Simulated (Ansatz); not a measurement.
Abridged output of a molecular run in Ansatz:

```
Functional definition: HF
1445 factors; integrals over basis functions are off by at most 1.4e-3 eV
mean field evaluation 1: about -30078.1826 eV, gradient 3.9e1 eV
mean field evaluation 2: about -30078.5246 eV, gradient 3.9e1 eV
mean field evaluation 4: about -30082.2319 eV, gradient 4.4e0 eV
mean field evaluation 8: about -30082.3146 eV, gradient 3.3e-1 eV
mean field evaluation 16: about -30082.3151 eV, gradient 2.1e-6 eV
mean field -30082.31512285 eV, -1105.5046902391 hartree, gradient 2.1e-6 eV, S^2 0.000000; 0 other end points of the search recorded, 0 dependent functions left out
17 core orbitals not correlated: weight in the atoms' cores, before any rotation towards them, 1.000 or more for the frozen orbitals, at most 0.000 for the correlated occupied ones
reference -30082.31512285 eV, -1105.5046902391 hartree; 14, 14 occupied and 213, 213 virtual orbitals, 1445 factors
second order -21.29689820 eV of doubles, -0.00000000 eV of singles
cycle   1  -21.76067438 eV  change   -4.6e-1 eV  update   1.1e-1
cycle   2  -22.35254605 eV  change   -5.9e-1 eV  update   3.6e-2
cycle   3  -22.50508145 eV  change   -1.5e-1 eV  update   1.9e-2
cycle   4  -22.49177494 eV  change    1.3e-2 eV  update   4.6e-3
cycle   5  -22.48964147 eV  change    2.1e-3 eV  update   2.4e-3
cycle   6  -22.49067090 eV  change   -1.0e-3 eV  update   7.7e-4
cycle   7  -22.49036594 eV  change    3.0e-4 eV  update   3.6e-4
cycle   8  -22.49027507 eV  change    9.1e-5 eV  update   1.3e-4
cycle   9  -22.49034089 eV  change   -6.6e-5 eV  update   5.3e-5
cycle  10  -22.49034309 eV  change   -2.2e-6 eV  update   2.2e-5
perturbative correction -0.97084512 eV, -0.0356779002 hartree
Total energy: -30105.77631106 eV, -1106.3668730032 hartree
```

Its atoms:

```xyz
9

Al    0.320    0.357   -1.792
C     0.648   -0.144    0.054
O     0.037   -1.448    0.562
Si   -0.652   -0.171    1.314
Cl   -0.237    0.121    3.279
H     1.201    1.519   -2.418
H    -0.874   -0.325   -2.577
H     1.638    0.003    0.495
H    -2.082    0.088    1.084
```

Question: Which basis set was used?
A. def2-TZVPPD
B. def2-SVPD
C. def2-SVP
D. def2-TZVPP

Answer: D. It gives 244 functions.

Question: Write the keys of the input that set method, charge and spin (a neutral closed shell needs none for the last two).

Answer: 
```yaml
correlation: {method: ccsd_t}
```
